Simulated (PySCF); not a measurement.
Identify the unknown among the candidates.

All candidates are C8H10O2.

- 1H NMR: chemical shifts (computed TMS as zero) by class: 7.69 (1 H), 6.13 (1 H), 5.93 (1 H), 2.32 (2 H), 1.51 (2 H), 0.95 (3 H) ppm [GIAO PBE0/pcSseg-1]
- 13C NMR: chemical shifts (computed TMS as zero) by class: 163.6 (1 C), 163.6 (1 C), 160.7 (1 C), 121.8 (1 C), 111.7 (1 C), 41.1 (1 C), 25.6 (1 C), 13.8 (1 C) ppm [GIAO PBE0/pcSseg-1]
- Rotational structure: rotational constants A, B, C: 2.426, 0.888, 0.740 GHz [GFN2-xTB]
- Dipole: 5.39 D [PBE0/pcSseg-1]
- NMR, other nuclei: isotropic shieldings of nuclei other than C and H, by class: -83 (1 O), 32 (1 O) ppm [GIAO PBE0/pcSseg-1]

Electronic properties: PySCF, gas phase, density fitting. Levels stand in brackets. Geometry: GFN2-xTB, one conformer, isolated molecule. NMR classes are plain means over equivalent atoms (diastereotopic ones count apart unless rotation or inversion swaps them), as if these changed places fast.

Problem. Which candidate is it?
A. `COc1ccc(OC)cc1`
B. `CC(=O)OC1C=CCC=C1`
C. `CCCc1ccoc(=O)c1`
D. `C#CC(=O)CC(=C)COC`
E. `C=C1C[C@@H]1C(=C)OC(C)=O`

Solution. C. It is `CCCc1ccoc(=O)c1`. Numbering: `[CH3:1][CH2:2][CH2:3][c:4]1[cH:5][cH:6][o:7][c:8](=[O:9])[cH:10]1`. Its formula, C8H10O2, gives 4 degrees of unsaturation: 1 ring and 3 π bonds in the structure found (Kekulé form). 8 carbons fall into 8 classes; from least to most shielded: unsaturated ring carbon [C4] (163.6 ppm), ring carbonyl carbon [C8] (163.6 ppm), unsaturated ring CH carbon [C6] (160.7 ppm), unsaturated ring CH carbon [C10] (121.8 ppm), unsaturated ring CH carbon [C5] (111.7 ppm), carbon bonded to 2 C and 2 H [C3] (41.1 ppm), chain CH2 carbon [C2] (25.6 ppm), methyl carbon [C1] (13.8 ppm). Hydrogen classes from least to most shielded: 1 H on an unsaturated ring CH carbon, C6 (7.69 ppm), 1 H on an unsaturated ring CH carbon, C10 (6.13 ppm), 1 H on an unsaturated ring CH carbon, C5 (5.93 ppm), 2 H on a carbon bonded to 2 C and 2 H, C3 (2.32 ppm, a mean of values up to 0.6 ppm apart in this geometry), 2 H on a chain CH2 carbon, C2 (1.51 ppm), 3 H on a methyl carbon, C1 (0.95 ppm, a mean of values up to 0.6 ppm apart in this geometry). The other shieldings belong to: -83 ppm, carbonyl oxygen [O9]; 32 ppm, ring oxygen [O7]. The optimised geometry has point group C1 and is an asymmetric top.

The others, at the same levels:
- `C=C1C[C@@H]1C(=C)OC(C)=O` fails: its computed 13C shifts are 173.0 (1 C), 165.7 (1 C), 143.2 (1 C), 112.2 (1 C), 102.8 (1 C), 24.2 (1 C), 21.8 (1 C), 19.8 (1 C) ppm, 1H shifts are 6.01 (1 H), 5.98 (1 H), 5.42 (1 H), 4.84 (1 H), 2.18 (3 H), 1.78 (1 H), 1.70 (1 H), 1.02 (1 H) ppm and rotational constant A is 3.180 GHz (against 2.426 GHz).
- `CC(=O)OC1C=CCC=C1` fails: it has 6 carbon classes against 8; its computed 13C shifts are 174.9 (1 C), 133.7 (2 C), 133.4 (2 C), 64.5 (1 C), 30.6 (1 C), 23.5 (1 C) ppm, 1H shifts are 6.63 (1 H), 6.20 (2 H), 5.92 (2 H), 2.83 (1 H), 2.81 (1 H), 2.13 (3 H) ppm and rotational constant A is 3.454 GHz (against 2.426 GHz).
- `C#CC(=O)CC(=C)COC` fails: its computed 13C shifts are 190.4 (1 C), 150.2 (1 C), 124.7 (1 C), 86.9 (1 C), 85.2 (1 C), 79.6 (1 C), 58.1 (1 C), 53.6 (1 C) ppm, 1H shifts are 5.51 (1 H), 5.31 (1 H), 4.19 (2 H), 3.56 (2 H), 3.29 (3 H), 2.75 (1 H) ppm and smallest rotational constant is 0.659 GHz (against 0.740 GHz).
- `COc1ccc(OC)cc1` fails: it has 3 carbon classes against 8; its computed 13C shifts are 160.2 (2 C), 118.4 (4 C), 55.8 (2 C) ppm, 1H shifts are 6.98 (4 H), 3.87 (6 H) ppm and rotational constant A is 4.584 GHz (against 2.426 GHz).

Each candidate is one conformer, not necessarily the lowest. Dipoles, sizes and rotational constants follow the conformer. The torsions of the flexible species, by atom-mapped SMILES:
- `[CH3:1][CH2:2][CH2:3][c:4]1[cH:5][cH:6][o:7][c:8](=[O:9])[cH:10]1`: C1–C2–C3–C4 68°, C2–C3–C4–C5 77°
- `[CH2:1]=[C:2]1[CH2:3][C@@H:4]1[C:5](=[CH2:6])[O:7][C:8]([CH3:9])=[O:10]`: C3–C4–C5–C6 -46°, C4–C5–O7–C8 146°, C5–O7–C8–C9 178°
- `[CH3:1][C:2](=[O:3])[O:4][CH:5]1[CH:6]=[CH:7][CH2:8][CH:9]=[CH:10]1`: C1–C2–O4–C5 -177°, C2–O4–C5–C6 -122°
- `[CH:1]#[C:2][C:3](=[O:4])[CH2:5][C:6](=[CH2:7])[CH2:8][O:9][CH3:10]`: C2–C3–C5–C6 -175°, C3–C5–C6–C7 102°, C5–C6–C8–O9 -57°, C6–C8–O9–C10 -72°
- `[CH3:1][O:2][c:3]1[cH:4][cH:5][c:6]([O:7][CH3:8])[cH:9][cH:10]1`: C1–O2–C3–C4 180°, C5–C6–O7–C8 0°
